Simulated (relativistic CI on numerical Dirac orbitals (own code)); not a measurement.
## Sensitivity of the levels of Au6+ to α and to the nuclear radius

These numbers are calculated, not measured: Dirac-Coulomb-Breit CI, separate exchange-only KLI orbitals for each configuration, derivatives by finite differences, unscaled Slater integrals, QED left out (own radial code, finite nucleus).

Configurations in the expansion (outside the closed core [Kr] 4d10 4f14 5p6): 5s2.5d5, 5s2.5d4.6s, 5s2.5d4.5f, 5s2.5d3.6s2, 5s2.5d4.6d, 5s.5d6, 5d7. Levels of other configurations are missing.

With x = (α/α₀)² − 1 an excitation energy changes as ω = ω₀ + qx; K = 2q/ω₀ is the relative enhancement. Terms are leading LS components, so labels can repeat. The field-shift factor is F = δν/δ⟨r²⟩ for the transition from the lowest level.

Lowest level 5s2.5d5 6S_5/2.

| Level | ω₀ (cm⁻¹) | q (cm⁻¹) | K | F (GHz/fm²) |
| --- | --- | --- | --- | --- |
| 5s2.5d5 4G_5/2 | 22496.2 | -10930 | -0.972 | 0.316 |
| 5s2.5d5 4G_7/2 | 30538.3 | -966.6 | -0.0633 | 1.09 |
| 5s2.5d5 4D_3/2 | 31362.5 | -2062 | -0.132 | 1.5 |
| 5s2.5d5 4G_11/2 | 32417.6 | 1254 | 0.0774 | 0.996 |
| 5s2.5d5 4G_5/2 | 32978.2 | 3664 | 0.222 | 1.65 |
| 5s2.5d5 4G_9/2 | 33978.5 | 3746 | 0.22 | 1.34 |
| 5s2.5d5 4P_1/2 | 35927.5 | 2145 | 0.119 | 2.33 |
| 5s2.5d5 4D_7/2 | 41134.9 | 7569 | 0.368 | 2.44 |
| 5s2.5d5 2D_5/2 | 43294.3 | 4256 | 0.197 | 3.04 |
| 5s2.5d5 4D_1/2 | 46959.1 | 12820 | 0.546 | 3.62 |
| 5s2.5d5 2I_11/2 | 47535.1 | 8124 | 0.342 | 1.75 |
| 5s2.5d5 4D_3/2 | 48402.1 | 11100 | 0.459 | 3.87 |
| 5s2.5d5 2F_7/2 | 49020.9 | 921.3 | 0.0376 | 1.23 |
| 5s2.5d5 4F_3/2 | 51468.6 | 6733 | 0.262 | 2.69 |
| 5s2.5d5 2G_9/2 | 51599.2 | 5256 | 0.204 | 2.34 |
| 5s2.5d5 2I_13/2 | 52521.4 | 11580 | 0.441 | 2.03 |
| 5s2.5d5 2F_5/2 | 54171.2 | 10810 | 0.399 | 3.68 |
| 5s2.5d5 4F_5/2 | 60613.1 | 18130 | 0.598 | 3.29 |
| 5s2.5d5 2H_9/2 | 60972.7 | 11290 | 0.37 | 2.6 |
| 5s2.5d5 2G_7/2 | 62617.4 | 11040 | 0.353 | 4.34 |
| 5s2.5d5 2F_5/2 | 65751.4 | 12990 | 0.395 | 4.61 |
| 5s2.5d5 2D_3/2 | 65963.3 | 17160 | 0.52 | 3.38 |
| 5s2.5d5 2F_7/2 | 67642.6 | 18200 | 0.538 | 4.95 |

At this charge configurations can still be misplaced by up to about 7 % of their energy. Terms inside the open d or f shell come out 10 to 20 % too wide with unscaled integrals. Levels and lines within the n = 5 or 6 shells can be off by up to 10 % or somewhat more, and those that change n by about 2 %, since core polarisation is missing.
